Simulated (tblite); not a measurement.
Compound: C₆H₇Cl₃.
InChI=1S/C6H7Cl3/c7-4-2-6(9)1-3(4)5(6)8/h3-5H,1-2H2/t3-,4-,5-,6-/m1/s1

Method: GFN2-xTB as coded in tblite; computed harmonic values from a numerical Hessian at the method's own geometry, unscaled. This tight-binding method is rough: wavenumbers can miss measured ones by several per cent, in bad cases by 10 to 20.

Harmonic wavenumbers (cm⁻¹): 112.4, 128.9, 152.6, 204.1, 289.0, 316.9, 360.4, 392.6, 446.3, 519.1, 646.4, 718.6, 812.5, 867.6, 894.4, 939.1, 967.7, 975.5, 984.6, 1016.3, 1036.2, 1067.9, 1098.5, 1110.5, 1145.8, 1157.9, 1175.0, 1204.2, 1213.1, 1227.3, 1231.9, 1254.1, 1270.9, 1461.6, 1474.5, 2966.2, 2968.5, 3010.1, 3022.8, 3039.3, 3050.0, 3059.0.

A = 1634, B = 700.4, C = 546.1 MHz; mass 183.961 u (most abundant isotopes); point group C1, symmetry number 1.

What is the zero-point energy?

½Σν̃ = 25495 cm⁻¹ = 304.99 kJ/mol.

Entropy at 298.15 K, 1 bar (ideal gas, RRHO, classical rotation)?

Translation 173.89, rotation 128.12, vibration 82.01: S = 384.0 J/(mol K).

And Cp and H(298.15 K) − H(0)?

Cp = 138.52 J/(mol K), of which vibrations give 105.26 (their classical limit is 42 R = 349.2); H(298.15 K) − H(0) = 24.27 kJ/mol without the zero-point energy, 14.35 from vibrations.

Which modes carry the vibrational entropy at 298.15 K?

112.4 cm⁻¹: 13.50; 128.9 cm⁻¹: 12.39; 152.6 cm⁻¹: 11.04; 204.1 cm⁻¹: 8.77; 289.0 cm⁻¹: 6.19; 316.9 cm⁻¹: 5.55 J/(mol K); the other 36 give 24.56 together.

Blend soft modes into free rotors: weight 1/[1 + (100 cm⁻¹/ν̃)⁴] for the oscillator and the rest for a rotor with moment μB/(μ + B), μ = h/(8π²ν), B = 10⁻⁴⁴ kg m². What vibrational entropy results?

80.77 J/(mol K) in place of 82.01, which changes −T·S at 298.15 K by +0.37 kJ/mol.

How do the functions run with temperature in this model?

```tsv
T (K)	S (J/(mol K))	Cp (J/(mol K))	H − H(0) (kJ/mol)	G − H(0) (kJ/mol)	ln q(vib)
50	245.8	43.0	1.79	-10.50	0.08
100	282.0	63.5	4.46	-23.74	0.60
373.15	418.4	168.6	35.80	-120.33	5.56
500	474.0	211.5	60.03	-176.97	8.18
750	571.3	266.8	120.48	-307.98	13.38
1000	652.9	299.8	191.61	-461.29	18.32
```

q(vib) and H(0) count from the zero-point level.

What must be added to the electronic energy to get the Gibbs energy at 298.15 K and 1 bar?

ZPE + [H(298.15 K) − H(0)] − T·S = 304.99 + 24.27 − 114.50 = 214.76 kJ/mol.

Hindered rotation and anharmonicity are outside this model. The structure is chiral; the term R ln 2 for an equal mix with its mirror image is left out.

On one thread, Arm Neoverse V2 (aarch64), shared host with 96 logical CPUs at a one-minute load of 37, this took 0.64 s. This covers the Hessian and the dipole derivatives.
